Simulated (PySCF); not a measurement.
PySCF input for Hf(OH)(NH2)3 (H7HfN3O), SMILES [NH2][Hf]([NH2])([NH2])[OH], multiplicity 1, PBE-D3(BJ)/def2-SVP. Coordinates come from a PBE-D3(BJ)/def2-SVP optimisation. The spin state was assumed, not searched. The structure was generated by enumeration; whether it is a known compound was not checked. The def2 effective core potentials stand for the cores of Hf; spin–orbit coupling is left out. Other conformers were not sampled.

```python
import numpy as np
from pyscf import gto, scf, dft, df
from pyscf.hessian import thermo

mol = gto.M(
    atom='''
    Hf   -0.00000000    0.00000000   -0.03470294
    O    -0.00000005    0.00000018   -1.98526575
    H    -0.00000008    0.00000028   -2.94876882
    N    -1.88031303    0.27992054    0.74937175
    H    -2.30706027   -0.26327247    1.50741650
    H    -2.60494148    0.89285902    0.35681747
    N     1.18257490    1.48843851    0.74937178
    H     2.07570939    1.80951595    0.35681742
    H     0.92552967    2.12960887    1.50741664
    N     0.69773820   -1.76835924    0.74937149
    H     0.52923214   -2.70237506    0.35681705
    H     1.38153073   -1.86633681    1.50741625
    ''',
    basis='def2-SVP',
    ecp={'Hf': 'def2-svp'},
    charge=0,
    spin=0,
    max_memory=1600,
    verbose=3,
)
mf = dft.RKS(mol, xc='pbe').density_fit(auxbasis='def2-universal-jkfit')
mf.disp = 'd3bj'
mf.grids.level = 3
mf.conv_tol = 1e-11
mf.max_cycle = 100
mf.kernel()

# [left out here: the lines that compute and print the analytic Hessian (its translational invariance restored by hand, since the grid's response is missing), thermochemistry and intensities]
```

Log of the run:

```
[...]
       3   N                 0.01 -0.01  0.01   -0.01 -0.06 -0.02   -0.01 -0.05 -0.08
       4   H                -0.17 -0.27 -0.27   -0.03  0.31  0.22    0.24  0.26  0.28
       5   H                 0.16  0.28  0.19    0.19  0.27  0.12    0.08  0.34  0.37
       6   N                -0.02 -0.00  0.01   -0.05  0.04 -0.02    0.00  0.00  0.03
       7   H                 0.16 -0.28  0.19    0.14 -0.30  0.12   -0.04 -0.00 -0.09
       8   H                -0.15  0.28 -0.27    0.28 -0.13  0.22    0.02  0.12 -0.07
       9   N                 0.01  0.02  0.01    0.06  0.02 -0.02   -0.05 -0.01  0.05
      10   H                -0.33  0.00  0.19   -0.33  0.03  0.12    0.31  0.06 -0.29
      11   H                 0.32 -0.01 -0.27   -0.25 -0.18  0.22    0.25  0.01 -0.22
Mode                                12                  13                  14
Irrep
Freq [cm^-1]                      448.7017            468.7274            485.1839
Reduced mass [au]                   1.2380              1.2839              1.2936
Force const [Dyne/A]                0.1469              0.1662              0.1794
Char temp [K]                     645.5818            674.3944            698.0716
Normal mode                   x     y     z       x     y     z       x     y     z
       0  Hf                -0.00  0.00  0.00    0.00 -0.00  0.00    0.00 -0.00 -0.00
       1   O                 0.00 -0.02  0.00   -0.00  0.00  0.04   -0.01  0.00 -0.00
       2   H                 0.05  0.09  0.00   -0.00 -0.00  0.04   -0.03 -0.01 -0.00
       3   N                -0.01 -0.03 -0.01   -0.04  0.02 -0.05   -0.01  0.08 -0.05
       4   H                -0.00  0.10  0.09    0.27 -0.10  0.04    0.36 -0.35 -0.15
       5   H                 0.07  0.15  0.12   -0.20  0.08  0.35   -0.32 -0.05  0.33
       6   N                 0.04 -0.04  0.07    0.04  0.03 -0.05   -0.04 -0.02  0.02
       7   H                -0.27  0.28 -0.38    0.17  0.13  0.35   -0.10 -0.13 -0.22
       8   H                -0.14  0.31 -0.29   -0.23 -0.19  0.05    0.20  0.05  0.04
       9   N                 0.03  0.01 -0.06    0.01 -0.05 -0.05    0.06  0.00  0.03
      10   H                -0.20 -0.08  0.27    0.03 -0.21  0.35   -0.15  0.10 -0.12
      11   H                -0.25  0.09  0.20   -0.05  0.29  0.05   -0.07 -0.29  0.11
Mode                                15                  16                  17
Irrep
Freq [cm^-1]                      485.2084            599.2532            599.2580
Reduced mass [au]                   1.2936              4.9176              4.9179
Force const [Dyne/A]                0.1794              1.0405              1.0405
Char temp [K]                     698.1069            862.1920            862.1989
Normal mode                   x     y     z       x     y     z       x     y     z
       0  Hf                 0.00  0.00  0.00    0.01  0.02 -0.00    0.02 -0.01  0.00
       1   O                -0.00 -0.01  0.00   -0.00 -0.01  0.00   -0.01  0.00 -0.00
       2   H                 0.01 -0.03  0.00   -0.01 -0.01  0.00   -0.01  0.01 -0.00
       3   N                 0.04  0.02 -0.00   -0.04 -0.02  0.02   -0.17  0.03  0.06
       4   H                 0.04 -0.04 -0.04   -0.10  0.07  0.05   -0.15  0.04  0.08
       5   H                 0.00 -0.06 -0.06    0.02  0.04 -0.01   -0.20  0.02  0.10
       6   N                -0.06  0.05  0.05   -0.10 -0.13 -0.06   -0.05 -0.03 -0.01
       7   H                -0.07 -0.28 -0.26   -0.12 -0.12 -0.09   -0.03 -0.11 -0.06
       8   H                 0.45  0.12  0.15   -0.15 -0.12 -0.10    0.04 -0.00 -0.00
       9   N                -0.04 -0.06 -0.04    0.03 -0.12  0.04   -0.06  0.10 -0.05
      10   H                 0.16 -0.24  0.32    0.09 -0.16  0.09    0.00  0.09 -0.05
      11   H                 0.10  0.39 -0.11    0.04 -0.07  0.05   -0.01  0.18 -0.08
Mode                                18                  19                  20
Irrep
Freq [cm^-1]                      613.8646            669.5296           1458.2245
Reduced mass [au]                   4.7860              8.1824              1.1106
Force const [Dyne/A]                1.0626              2.1611              1.3915
Char temp [K]                     883.2145            963.3041           2098.0604
Normal mode                   x     y     z       x     y     z       x     y     z
       0  Hf                 0.00 -0.00 -0.02    0.00 -0.00 -0.02    0.00  0.00 -0.00
       1   O                 0.00  0.00  0.01   -0.00 -0.00  0.23    0.00  0.00  0.00
       2   H                 0.00  0.00  0.01    0.00  0.00  0.23   -0.00 -0.00  0.00
       3   N                -0.12  0.01  0.07    0.02 -0.01  0.00   -0.05  0.00  0.02
       4   H                -0.20  0.03  0.04   -0.02  0.01 -0.02    0.33 -0.19  0.07
       5   H                -0.09  0.03  0.02    0.06  0.02 -0.02    0.25  0.14 -0.26
       6   N                 0.07  0.10  0.07   -0.02 -0.02  0.00    0.03  0.04  0.02
       7   H                 0.07  0.06  0.02   -0.01 -0.06 -0.02    0.00 -0.28 -0.26
       8   H                 0.13  0.16  0.04    0.02  0.02 -0.02   -0.32 -0.19  0.07
       9   N                 0.05 -0.11  0.07   -0.00  0.02  0.00    0.02 -0.04  0.02
      10   H                 0.02 -0.09  0.02   -0.04  0.04 -0.02   -0.25  0.14 -0.27
      11   H                 0.07 -0.19  0.04    0.01 -0.02 -0.02   -0.00  0.38  0.07
Mode                                21                  22                  23
Irrep
Freq [cm^-1]                     1458.8557           1458.8704           3453.5443
Reduced mass [au]                   1.1140              1.1140              1.0515
Force const [Dyne/A]                1.3968              1.3969              7.3888
Char temp [K]                    2098.9686           2098.9896           4968.8813
Normal mode                   x     y     z       x     y     z       x     y     z
       0  Hf                 0.00 -0.00 -0.00   -0.00 -0.00 -0.00   -0.00 -0.00 -0.00
       1   O                 0.00 -0.00  0.00   -0.00 -0.00  0.00   -0.00 -0.00 -0.00
       2   H                -0.00  0.00  0.00    0.00  0.00  0.00    0.00  0.00  0.00
       3   N                -0.05  0.00  0.02    0.04 -0.00 -0.01    0.02 -0.00 -0.00
       4   H                 0.38 -0.22  0.08   -0.26  0.15 -0.05   -0.10 -0.15  0.20
       5   H                 0.29  0.17 -0.31   -0.20 -0.11  0.21   -0.23  0.21 -0.14
       6   N                 0.00  0.00  0.00    0.04  0.05  0.02    0.03  0.03  0.01
       7   H                -0.00 -0.04 -0.04    0.00 -0.41 -0.38   -0.54 -0.18  0.25
       8   H                -0.05 -0.02  0.01   -0.46 -0.27  0.10    0.14 -0.30 -0.37
       9   N                -0.02  0.05 -0.02   -0.01  0.02 -0.01   -0.01  0.02 -0.00
      10   H                 0.31 -0.18  0.34    0.14 -0.08  0.15   -0.05 -0.25 -0.11
      11   H                 0.00 -0.48 -0.09    0.00 -0.21 -0.04    0.15 -0.01  0.17
Mode                                24                  25                  26
Irrep
Freq [cm^-1]                     3453.6046           3455.3121           3544.1521
Reduced mass [au]                   1.0515              1.0523              1.0914
Force const [Dyne/A]                7.3890              7.4021              8.0771
Char temp [K]                    4968.9681           4971.4248           5099.2458
Normal mode                   x     y     z       x     y     z       x     y     z
       0  Hf                 0.00 -0.00  0.00   -0.00  0.00  0.00   -0.00 -0.00  0.00
       1   O                 0.00 -0.00 -0.00   -0.00  0.00  0.00    0.00  0.00 -0.00
       2   H                -0.00  0.00  0.00    0.00 -0.00  0.00   -0.00  0.00  0.00
       3   N                -0.04  0.01  0.01    0.03 -0.01 -0.01    0.01 -0.04  0.04
       4   H                 0.16  0.23 -0.31   -0.13 -0.19  0.26    0.23  0.29 -0.40
       5   H                 0.35 -0.32  0.21   -0.30  0.27 -0.18   -0.31  0.25 -0.16
       6   N                 0.00  0.00  0.00   -0.02 -0.02 -0.01    0.00 -0.00 -0.00
       7   H                -0.02 -0.01  0.01    0.38  0.13 -0.18   -0.02 -0.01  0.01
       8   H                 0.01 -0.01 -0.01   -0.10  0.21  0.26   -0.01  0.02  0.02
       9   N                -0.01  0.04 -0.01   -0.01  0.03 -0.01   -0.03 -0.02 -0.04
      10   H                -0.10 -0.50 -0.22   -0.08 -0.39 -0.18    0.06  0.37  0.15
      11   H                 0.29 -0.02  0.33    0.23 -0.02  0.26    0.34 -0.05  0.38
Mode                                27                  28                  29
Irrep
Freq [cm^-1]                     3544.1611           3544.3967           3902.2262
Reduced mass [au]                   1.0914              1.0913              1.0699
Force const [Dyne/A]                8.0771              8.0777              9.5985
Char temp [K]                    5099.2587           5099.5977           5614.4346
Normal mode                   x     y     z       x     y     z       x     y     z
       0  Hf                -0.00  0.00 -0.00   -0.00  0.00  0.00   -0.00 -0.00  0.00
       1   O                 0.00 -0.00 -0.00    0.00 -0.00  0.00   -0.00 -0.00 -0.06
       2   H                 0.00  0.00 -0.00    0.00  0.00  0.00    0.00  0.00  0.96
       3   N                -0.00  0.02 -0.02    0.00 -0.03  0.03   -0.00  0.00  0.00
       4   H                -0.12 -0.15  0.21    0.18  0.22 -0.32    0.00  0.00 -0.00
       5   H                 0.17 -0.14  0.09   -0.24  0.20 -0.12    0.00 -0.00  0.00
       6   N                -0.04  0.02  0.04   -0.03  0.01  0.03    0.00  0.00  0.00
       7   H                 0.41  0.16 -0.17    0.31  0.11 -0.13   -0.00  0.00  0.00
       8   H                 0.15 -0.38 -0.44    0.11 -0.28 -0.33    0.00 -0.00 -0.00
       9   N                -0.02 -0.01 -0.03    0.02  0.02  0.03    0.00 -0.00  0.00
      10   H                 0.04  0.25  0.10   -0.05 -0.30 -0.12    0.00  0.00  0.00
      11   H                 0.23 -0.04  0.25   -0.28  0.04 -0.31   -0.00  0.00 -0.00
temperature 298.1500 [K]
pressure 101325.00 [Pa]
Rotational constants [GHz] 2.64462 2.54754 2.54754
Symmetry number 3
Zero-point energy (ZPE) 0.08307 [Eh]   218089.074 [J/mol]
                           tot       elec      trans        rot        vib
Entropy [J/mol/K]       411.125      0.000    177.283    105.210    128.633
Cv [J/mol/K]            152.471      0.000     12.472     12.472    127.528
Cp [J/mol/K]            160.786      0.000     20.786     12.472    127.528
Internal energy [J/mol]                      3718.434   3718.434 239068.998
Internal energy [Eh]   -291.35823  -291.45212
Enthalpy [J/mol]                             6197.391   3718.434 239068.998
Enthalpy [Eh]          -291.35729
Gibbs free energy [J/mol]                  -46659.415 -27649.835 200717.143
Gibbs free energy [Eh] -291.40397
mode   freq/cm-1   IR/(km/mol)
   1       78.81        26.882
   2       78.93        26.885
   3      143.75         0.746
   4      143.76         0.740
   5      147.15         1.101
   6      188.84        30.857
   7      188.84        30.872
   8      303.61        79.774
   9      303.62        79.714
  10      361.13         0.258
  11      431.46       141.744
  12      448.68       126.481
  13      448.70       126.530
  14      468.73        60.653
  15      485.18        10.505
  16      485.21        10.480
  17      599.25       138.338
  18      599.26       138.315
  19      613.86        55.370
  20      669.53       106.384
  21     1458.22         6.954
  22     1458.86        33.008
  23     1458.87        32.996
  24     3453.54        35.657
  25     3453.60        35.723
  26     3455.31         8.319
  27     3544.15         8.092
  28     3544.16         8.111
  29     3544.40        25.424
  30     3902.23       199.812
max |gradient| / (hartree/bohr): 4.775536545667948e-05
APT charges: [ 1.9936 -0.9666  0.3611 -0.7549  0.148   0.1442 -0.755   0.1442  0.148
 -0.7549  0.1442  0.148 ]
```

The run converged.
